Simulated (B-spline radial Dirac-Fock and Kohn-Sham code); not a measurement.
# Magnetic form factor of the 3d shell of V

System: the free vanadium atom in the configuration [Ar] 3d4 4s1 (an excited configuration).

Input file task.json (cfg lists n, l and occupation; rrms is the nuclear radius in fm):

```json
{"items": [{
  "Z": 23,
  "q": 0,
  "cfg": [[1, 0, 2], [2, 0, 2], [2, 1, 6], [3, 0, 2], [3, 1, 6], [3, 2, 4], [4, 0, 1]],
  "A": 51,
  "rrms": 3.6002,
  "do": ["scatter"],
  "s": [0.0, 0.04, 0.05, 0.06, 0.08, 0.1, 0.13, 0.17, 0.21, 0.27, 0.35, 0.45, 0.58, 0.74, 0.94, 1.21, 1.55, 1.98, 2.54, 3.25, 4.16, 5.33, 6.82],
  "pz": [0, 0.1, 0.2, 0.3, 0.4, 0.5, 0.6, 0.8, 1.0, 1.2, 1.4, 1.6, 1.8, 2.0, 2.5, 3.0, 4.0, 5.0, 7.0, 10.0, 15.0, 20.0, 30.0, 40.0, 60.0, 100.0],
  "hv_scatter": [1000, 10000, 17479.3, 20000, 30000, 50000, 200000, 1000000]
}]}
```

Launch: `python xray_run.py task.json out`

Calculated with a B-spline atomic structure program, using relativistic Hartree-Fock (Dirac-Fock) wave functions, averaged over the configuration. ⟨j_K⟩ is the integral of the 3d radial density with the spherical Bessel function j_K(4πsr), s = sin θ/λ.

| s (Å⁻¹) | ⟨j0⟩ | ⟨j2⟩ | ⟨j4⟩ |
| --- | --- | --- | --- |
| 0 | 1.0000 | 0.0000 | 0.0000 |
| 0.04 | 0.9622 | 0.0149 | 0.0002 |
| 0.05 | 0.9420 | 0.0227 | 0.0004 |
| 0.06 | 0.9184 | 0.0316 | 0.0007 |
| 0.08 | 0.8625 | 0.0520 | 0.0021 |
| 0.1 | 0.7987 | 0.0739 | 0.0045 |
| 0.13 | 0.6964 | 0.1059 | 0.0103 |
| 0.17 | 0.5620 | 0.1408 | 0.0212 |
| 0.21 | 0.4419 | 0.1640 | 0.0339 |
| 0.27 | 0.2972 | 0.1784 | 0.0523 |
| 0.35 | 0.1656 | 0.1721 | 0.0705 |
| 0.45 | 0.0715 | 0.1454 | 0.0813 |
| 0.58 | 0.0157 | 0.1053 | 0.0810 |
| 0.74 | -0.0063 | 0.0652 | 0.0697 |
| 0.94 | -0.0096 | 0.0336 | 0.0516 |
| 1.21 | -0.0058 | 0.0130 | 0.0313 |
| 1.55 | -0.0022 | 0.0038 | 0.0158 |

Radial moments of the shell: ⟨r²⟩ = 3.315, ⟨r⁴⟩ = 32.29, ⟨r⁶⟩ = 688.4 in powers of bohr.
